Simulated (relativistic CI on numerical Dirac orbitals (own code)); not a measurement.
# One change at a time: Ba⁴⁰⁺

Base calculation: Dirac-Coulomb-Breit CI, orbitals from a KLI potential per configuration, model QED (radiative potential, 1s self-energy scaled to tabulated hydrogen-like ionisation energies), unscaled Slater integrals.

Configuration list (outside the closed core [Ne]): 3s2 3p4, 3s 3p5, 3s2 3p3 3d, 3p6, 3s 3p4 3d, 3p5 3d, 3s 3p3 3d2, 3s2 3p2 3d 4p, 3p5 4s, 3s 3p3 3d 4s, 3p5 4p, 3s2 3p3 4s, 3s2 3p2 3d2, 3s2 3p 3d3, 3s 3p2 3d3, 3s2 3p 3d2 4s, 3p4 3d2, 3p3 3d3, 3p3 3d2 4s, 3s2 3p2 3d 4s, 3s 3p2 3d2 4s, 3s2 3p 3d 4s2. Double excitations out of closed p, d and f shells are left out; levels of such configurations are missing from the list, as are those of other unlisted configurations, and high levels can miss mixing partners.

Variants: (1) only the first configuration; (2) non-relativistic limit. Shifts of the energy above 3s2 3p4 3P_2, in eV, for the lowest level and the first level of each name with at least 55 % of one term (blank where a level changes its place among those of its configuration and J or its character, or is not in the variant):

```
           Level     Base    Δ(1)      Δ(2)
    3s2 3p4 3P_2    0.000   0.000     0.000
    3s2 3p4 1S_0   13.555  +1.046          
    3s2 3p4 3P_1   90.244  +0.584   -90.244
    3s2 3p4 1D_2   97.623  +0.892   -86.889
    3s2 3p4 3P_0  193.178  +2.554          
    3s 3p5 3P°_2  215.565          -111.450
3s2 3p3 3d 3G°_5  281.310          -115.350
  3s 3p4 3d 5F_5  385.368          -132.801
```

At this charge energies of transitions that change n are usually good to better than 1 %, and those within a shell (Δn = 0) to a few per cent.

Ionisation energy from the two ground configurations alone: base 2993.76 eV. The NIST ASD value (theoretical) is 2994 eV.

LS names give the leading component of a level, which can be under half, so a name can repeat, a term be missing and a line seem to break the LS rules.
